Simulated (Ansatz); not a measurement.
The same hydrogenolysis along the group B, Al, Ga, In.

Calculated with Ansatz (gas phase, PBE0-D4/def2-TZVP geometries, no zero-point term in ΔE). CCSD(T)/CBS is the MP2 limit (def2-TZVPP, def2-QZVPP) plus CCSD(T) − MP2 in def2-TZVPP, frozen cores. Small cases extrapolate CCSD(T) itself. Functionals use def2-TZVPP. Elements past krypton have def2 core potentials. For Ga, In outer-core shells are correlated without core-valence functions, which leaves a few kJ/mol of doubt a bond. Scalar relativity is left out up to krypton. One conformer a species, not always the lowest.

```tsv
reaction	LDA (SPW92) (kJ/mol)	PBE0-D4 (kJ/mol)	CCSD(T)/CBS(def2) (kJ/mol)
`CBS` + H₂ → `BS` + CH₄	-11	-19	-20
`[CH3][AlH][SH]` + H₂ → `[AlH2][SH]` + CH₄	-18	-22	-20
`[CH3][GaH][SH]` + H₂ → `[SH][GaH2]` + CH₄	-32	-34	-28
`[CH3][InH][SH]` + H₂ → `[SH][InH2]` + CH₄	-45	-46	-37
```

Largest T1 diagnostic: 0.015, for `BS`.

Extrapolated directly: `[CH3][AlH][SH]` + H₂ → `[AlH2][SH]` + CH₄.
